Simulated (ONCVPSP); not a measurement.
Configuration tests for Ca (Z = 20) (ONCV)

Ca (Z = 20), optimised norm-conserving Vanderbilt (ONCV), made with ONCVPSP 4.0.1 (PBE, scalar-relativistic). Core [Ne], reference 3s2 3p6 4s2. Waves: 3s+4s: rc 1.65 bohr, ncon 4, nbas 7, qcut 7.4 1/bohr, 2 projectors; 3p: rc 1.30 bohr, ncon 4, nbas 7, qcut 7 1/bohr, 2 projectors, debl 0.7 Ha; d scattering state at 0.39 Ha: rc 1.30 bohr, ncon 4, nbas 8, qcut 7.5 1/bohr, local. Local part: the d channel. Core correction: none.

In the p channel the program set the typed energies aside and used -1.029, 0.250 Ha. In the d channel the program set the typed energies aside and used 0.050 Ha.

Energies are relative to the spin-unpolarised reference configuration 3s2 3p6 4s2; without spin polarisation the order of configurations can differ from experiment.

```tsv
valence configuration	charge	ΔE all-electron (eV)	error AE − PS (meV)
3s2 3p6 4s1	+1	6.309	-0.2
3s2 3p6 4s1.5	+0.5	2.504	-0.1
```

(1) What are ΔE and the potential's error for 3s2 3p6 4s0?

(2) What are ΔE and the potential's error for 3s2 3p6 4s0 4p1?

Levels in the configuration 3s2 3p6 4s0:

```
level  all-electron (eV)  pseudo (eV)
   3s            -62.236      -62.243
   3p            -43.060      -43.062
```

## Answers

(1) ΔE = 18.130 eV all-electron; the error (AE − PS) is -0.9 meV.

(2) ΔE = 9.357 eV all-electron; the error (AE − PS) is -0.3 meV.
